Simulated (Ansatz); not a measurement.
Cartesian coordinates in Å:
```
N 1.6227 0.8219 0.7503
C 1.6103 -0.4478 0.8127
Si 0.1266 -1.4134 0.1219
Si -1.5819 0.1094 -0.3814
N -0.8169 1.4461 -1.1398
H 2.4790 1.2138 1.1474
H 2.4505 -1.0055 1.2547
H -0.2672 -2.4203 1.1493
H 0.6175 -2.1724 -1.0638
H -2.5675 -0.4957 -1.3200
H -2.3318 0.3890 0.8845
H 0.0210 1.7799 -0.6808
H -1.3625 2.1949 -1.5349
```

Charge 0, multiplicity 1.

Task: List the ωB97M-V/def2-TZVPP orbital energies in eV (the Gaussian-basis code of Ansatz). (Best estimate.)

Result: Computed: Occupied: -1806.78, -1806.67, -394.93, -393.73, -282.74, -147.82, -147.79, -101.95, -101.93, -101.92, -101.91, -101.90, -101.89, -28.27, -26.11, -20.16, -17.85, -16.88, -16.41, -15.86, -13.38, -12.95, -12.71, -11.91, -11.45, -10.50, -9.79, -9.38. Lowest empty: 1.19, 1.62, 2.21, 2.66, 2.91, 3.24, 3.41, 3.91.
